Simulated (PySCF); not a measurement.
B3LYP has the VWN-RPA correlation part, as in Gaussian. Delta-SCF ions had no search for a lower state. Excitations are Tamm–Dancoff values on a coarser integration grid. The basis has no diffuse functions, so Rydberg states are missing or too high.

AlBr$_{3}$, SMILES `[Br][Al]([Br])[Br]` (charge 0, multiplicity 1)

Computed with B3LYP-D3(BJ)/def2-TZVP (PySCF).

| Item | Result |
|---|---|
| HOMO | -8.36 eV |
| dipole moment | 0.00 D |
| HOMO–LUMO gap | 6.49 eV |
| LUMO | -1.87 eV |
| S1 excitation (TDA) | 5.49 eV |
| S1 oscillator strength | 0.000 |
| T1 excitation (TDA) | 5.22 eV |
| S1–T1 gap (TDA) | 0.27 eV |
| vertical ionisation energy (Delta-SCF) | 10.40 eV |
| total energy | -7965.2266 Ha |
| cost | about 90 core-seconds (a rough figure) |

Bonds (Å): Br1–Al2 2.239, Al2–Br3 2.239, Al2–Br4 2.239. Bond angles (°): Br1–Al2–Br3 120.0, Br1–Al2–Br4 120.0, Br3–Al2–Br4 120.0.
